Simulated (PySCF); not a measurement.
AlF2H4NO2Si, SMILES [OH][Al]([OH])[NH][SiH](F)F.

Coordinates come from a B3LYP-D3(BJ)/def2-SVP optimisation. The structure was generated by enumeration; whether it is a known compound was not checked. The values are those of a single conformer.

Method: PySCF with TDDFT-CAM-B3LYP/def2-SVPD.

Vertical excitations. The molecule is in vacuum. State labels are in the subgroup Cs.

Estimate the UV-visible absorptions. (Estimate from the structure and the level; the computed values follow.)


```
state  symmetry  energy (eV)  λ (nm)      f                                                             main pairs
-----  --------  -----------  ------  -----  ---------------------------------------------------------------------
S1           A"         6.56     189  0.012                                                         HOMO→LUMO 90 %
S2           A"         7.21     172  0.000                                                       HOMO−1→LUMO 87 %
S3           A'         7.72     161  0.054                                                       HOMO−2→LUMO 74 %
S4           A"         7.90     157  0.168                                     HOMO−4→LUMO 62 %, HOMO→LUMO+1 15 %
S5           A'         7.99     155  0.059                 HOMO−3→LUMO 64 %, HOMO−5→LUMO 12 %, HOMO−3→LUMO+1 10 %
S6           A"         8.23     151  0.024  HOMO→LUMO+1 41 %, HOMO→LUMO+4 21 %, HOMO−4→LUMO 14 %, HOMO→LUMO+6 9 %
S7           A'         8.42     147  0.194                                                       HOMO→LUMO+3 84 %
S8           A"         8.65     143  0.003                   HOMO→LUMO+4 45 %, HOMO→LUMO+2 19 %, HOMO→LUMO+1 14 %
S9           A"         8.71     142  0.003                                     HOMO→LUMO+2 63 %, HOMO→LUMO+1 10 %
S10          A'         8.90     139  0.047                                                       HOMO→LUMO+5 84 %
T1           A"         6.24     199      0                                                         HOMO→LUMO 84 %
T2           A"         6.88     180      0                                                       HOMO−1→LUMO 81 %
T3           A'         7.33     169      0                                                       HOMO−2→LUMO 72 %
T4           A"         7.34     169      0                                   HOMO−4→LUMO 67 %, HOMO−1→LUMO+1 11 %
```
Triplets are in the Tamm–Dancoff approximation, which puts them higher than full response would, so one can lie above its singlet here.
